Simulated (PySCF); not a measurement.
Be(Cl)(GeH3) (BeClGeH3), SMILES [GeH3][Be][Cl].

Coordinates come from a PBE0-D3(BJ)/def2-TZVP optimisation.

Level of theory: PySCF with TDDFT-CAM-B3LYP/def2-SVPD.

Vertical excitations; the highest root listed may be one member of a degenerate set.  State labels are in the subgroup Cs.

```
state  symmetry  energy (eV)  λ (nm)      f                                                                  main pairs
-----  --------  -----------  ------  -----  --------------------------------------------------------------------------
S1           A'         6.13     202  0.061                                                HOMO→LUMO+1 (degenerate set)
S2           A"         6.13     202  0.061                                                  HOMO→LUMO (degenerate set)
S3           A'         7.05     176  0.211                                                            HOMO→LUMO+2 88 %
S4           A"         7.31     170  0.000  HOMO−1→LUMO 28 %, HOMO−2→LUMO+1 28 %, HOMO−4→LUMO+1 20 %, HOMO−3→LUMO 20 %
S5           A'         7.40     168  0.002     HOMO−3→LUMO+1, HOMO−4→LUMO, HOMO−2→LUMO, HOMO−1→LUMO+1 (degenerate set)
S6           A"         7.40     168  0.002     HOMO−4→LUMO+1, HOMO−3→LUMO, HOMO−2→LUMO+1, HOMO−1→LUMO (degenerate set)
S7           A"         7.51     165  0.000  HOMO−3→LUMO 27 %, HOMO−4→LUMO+1 27 %, HOMO−1→LUMO 21 %, HOMO−2→LUMO+1 21 %
S8           A'         7.70     161  0.009     HOMO−2→LUMO, HOMO−1→LUMO+1, HOMO−3→LUMO+1, HOMO−4→LUMO (degenerate set)
S9           A"         7.70     161  0.009     HOMO−2→LUMO+1, HOMO−1→LUMO, HOMO−4→LUMO+1, HOMO−3→LUMO (degenerate set)
S10          A'         7.95     156  0.315                       HOMO−1→LUMO+1 42 %, HOMO−2→LUMO 42 %, HOMO→LUMO+6 7 %
T1           A'         4.97     249      0                                                HOMO→LUMO+1 (degenerate set)
T2           A"         4.97     249      0                                                  HOMO→LUMO (degenerate set)
T3           A'         6.46     192      0                                                            HOMO→LUMO+2 82 %
T4           A'         6.86     181      0    HOMO−2→LUMO 38 %, HOMO−1→LUMO+1 38 %, HOMO−3→LUMO+1 7 %, HOMO−4→LUMO 7 %
```
Triplets are in the Tamm–Dancoff approximation, which puts them higher than full response would, so one can lie above its singlet here.
